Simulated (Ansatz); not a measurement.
Consider the isomerisation: `C=C(O)[SiH3]` → `CC(=O)[SiH3]`.

Computed with Ansatz on PBE0-D4/def2-TZVP structures; ΔE is electronic, products minus reactants. CCSD(T)/CBS adds triple-zeta CCSD(T) − MP2 to the extrapolated MP2 energy (def2 sets, frozen cores). DFT in def2-TZVPP. HSE06 is defined as in plane-wave codes. One conformer a species, not always the lowest.

| level | ΔE (kcal/mol) | difference from CCSD(T)/CBS |
| --- | --- | --- |
| PBE-D4 | -8.1 | -1.4 |
| revPBE-D4 | -8.8 | -2.1 |
| HSE06-D4 | -7.4 | -0.7 |
| HSE06 | -7.6 | -0.9 |
| CCSD/def2-SVP | -11.6 | -4.9 |
| HF/def2-TZVPP | -9.4 | -2.7 |
| SCS-MP2/def2-TZVPP | -8.2 | -1.5 |
| CCSD(T)/def2-TZVPP | -7.5 | -0.8 |
| HF/def2-QZVPP | -9.3 | -2.6 |
| HF/CBS(def2) | -9.3 | -2.6 |
| CCSD(T)/CBS | -6.7 | 0 |

Largest T1 diagnostic among the species: 0.015.

At CCSD(T), def2-SVP lies −5.0 kcal/mol from the extrapolated value and def2-TZVPP −0.8 kcal/mol. In def2-TZVPP, CCSD(T) changes the Hartree–Fock value by +1.9 kcal/mol (the triples alone add +0.1 kcal/mol) and MP2 by +2.1 kcal/mol.
